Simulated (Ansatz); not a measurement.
# Match the barriers

Saddle point of GaAsH₆, closed shell (AsH₃ + GaH₃ → GaAsH₄ ([GaH2][AsH2]) + H₂; bonds formed: Ga1–As6, H2–H5; bonds broken: Ga1–H2, H5–As6), PBE0-D4/def2-TZVP structure:

Ga1  (-0.890, -0.456, -0.400)
H2  (0.214, -0.779, -1.662)
H3  (-1.080, -1.761, 0.407)
H4  (-1.779, 0.732, -0.837)
H5  (0.776, -0.228, -0.866)
As6  (1.410, 0.705, 0.646)
H7  (0.433, 1.849, 0.851)
H8  (0.915, -0.063, 1.860)
(Å)

Computed with Ansatz 0.2.0 (basis: def2-TZVPP, with def2-QZVPP for the basis limit); correlated methods freeze the cores. Filled d shells of the heavier atoms are correlated. The def2 sets are not built for correlating such inner shells, so the correlated values are less sure here. Extrapolation: Hartree–Fock as exp(−7.88 √X), correlation as X^−2.97. Four methods, as single points on the PBE0-D4 structures, gave these electronic barriers from the start structure: 70.5, 81.2, 107.0, 151.2 kJ/mol.

(1) The methods were, in alphabetical order, BHLYP-D4, BLYP-D4, HF, r2SCAN-D4. Which gave which? (A judgement: the text doesn't fix the answer.)

T1 diagnostic: at most 0.014. The start structure is not quite a true minimum (one mode of 62i cm⁻¹). The end structure is not quite a true minimum (one mode of 44i cm⁻¹).

Results:

(1) By the calculation: r2SCAN-D4 70.5; BLYP-D4 81.2; BHLYP-D4 107.0; HF 151.2 kJ/mol. For comparison, CCSD(T) at an estimated basis limit (MP2 extrapolated from triple and quadruple zeta, plus CCSD(T) − MP2 in triple zeta) gives 88.8 kJ/mol.

Labels in which every atom is bracketed show which atoms are joined, not bond orders.

For scale, one of the runs: CCSD(T)/def2-TZVPP, 180 basis functions (an equivalent command: `ansatz run in.yaml --threads 4`). Time: 39 s of wall clock on 4 CPU threads; the host was shared. Peak host memory: 1.7 GiB.
